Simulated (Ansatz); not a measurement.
B₂O₃ (`O=BOB=O`). Total charge 0; spin multiplicity 1. Geometry: relaxed with PBE0-D4/def2-TZVP. It is one conformer, not always the lowest.

```xyz
5

O    -1.007   -0.823   -2.039
B    -0.686   -0.467   -0.934
O    -0.380   -0.091    0.296
B     0.603    0.447    0.999
O     1.471    0.934    1.677
```

(1) What is the dipole moment at B3LYP/def2-TZVPP? (Estimate.)

(2) And with PBE, r2SCAN, ωB97M-V? (Best estimate.)

(3) Give the Mulliken charges with B3LYP, ωB97M-V, PBE in def2-TZVPP. (An estimate is asked.)

Answers

(1) Computed: 1.24 D, with components (-0.96, -0.23, 0.75) D in this frame, pointing from negative to positive charge.

(2) The calculation gave: PBE 1.18 D, r2SCAN 1.25 D, ωB97M-V 1.25 D.

(3) The calculation gave: 
```csv
atom,B3LYP,ωB97M-V,PBE
O1,-0.18,-0.24,-0.14
B2,0.28,0.40,0.21
O3,-0.20,-0.31,-0.14
B4,0.28,0.40,0.21
O5,-0.18,-0.24,-0.14
```

B3LYP here is the variant with VWN-RPA as its local correlation; programs differ in this.
